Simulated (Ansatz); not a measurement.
```yaml
crystal:
  periodic: [false, false, false]
  atoms:
    - {symbol: N, position_ang: [-1.042852, 0.650381, -0.730071]}
    - {symbol: Au, position_ang: [0.342966, -0.357314, 0.528642]}
    - {symbol: S, position_ang: [1.762995, -1.428296, 1.906519]}
    - {symbol: H, position_ang: [-1.756407, 0.015908, -1.071857]}
    - {symbol: H, position_ang: [-0.569475, 1.051025, -1.532644]}
    - {symbol: H, position_ang: [-1.503265, 1.403919, -0.231188]}
    - {symbol: H, position_ang: [2.827339, -1.403722, 1.084798]}
basis:
  gaussian: {orbitals: def2-TZVPD}
hamiltonian: {xc: {name: HF}}
accuracy: high
output: {forces: true}
```

```sh
$ ansatz run in.yaml --threads 2 --pin off --events-out ev --progress --plain --max-ram 32768MiB --backend cpu
```

It prints (some lines left out):

```
Functional definition: HF
  name "HF"
  cite "Fock, Z. Phys. 61, 126 (1930) doi:10.1007/BF01340294"
  parent pbe
  exchange = exact_x
  correlation = 0
2743 factors; integrals over basis functions are off by at most 1.0e-8 eV
mean field evaluation 1: about -16030.1760 eV, gradient 3.0e1 eV
mean field evaluation 2: about -16030.4647 eV, gradient 3.0e1 eV
mean field evaluation 4: about -16032.7293 eV, gradient 3.7e0 eV
mean field evaluation 8: about -16032.7868 eV, gradient 3.9e-1 eV
mean field evaluation 16: about -16032.7879 eV, gradient 5.8e-7 eV
mean field -16032.78792787 eV, -589.1940889354 hartree, gradient 2.4e-8 eV, S^2 0.000000; 0 other end points of the search recorded, 0 dependent functions left out
the calculation of the forces begins
reference -16032.78792787 eV, -589.1940889354 hartree; 23, 23 occupied and 139, 139 virtual orbitals, 2743 factors
Total energy: -16032.78792787 eV, -589.1940889354 hartree
Atom 0 at    -1.042852     0.650381    -0.730071 Å, force    -0.664801     0.514322    -0.652173 eV/Å
Atom 1 at     0.342966    -0.357314     0.528642 Å, force    -0.283085     0.150685    -0.140994 eV/Å
Atom 2 at     1.762995    -1.428296     1.906519 Å, force     0.900928    -0.373019     0.187424 eV/Å
Atom 3 at    -1.756407     0.015908    -1.071857 Å, force     0.404456     0.431334     0.179332 eV/Å
Atom 4 at    -0.569475     1.051025    -1.532644 Å, force    -0.350265    -0.214321     0.455956 eV/Å
Atom 5 at    -1.503265     1.403919    -0.231188 Å, force     0.243260    -0.445758    -0.352065 eV/Å
Atom 6 at     2.827339    -1.403722     1.084798 Å, force    -0.250492    -0.063244     0.322520 eV/Å
Dipole moment:    -1.072193     0.869701    -1.173935 e Å
```

Run time 39 s (2 threads of a server CPU on a shared host); peak host memory 0.67 GiB.
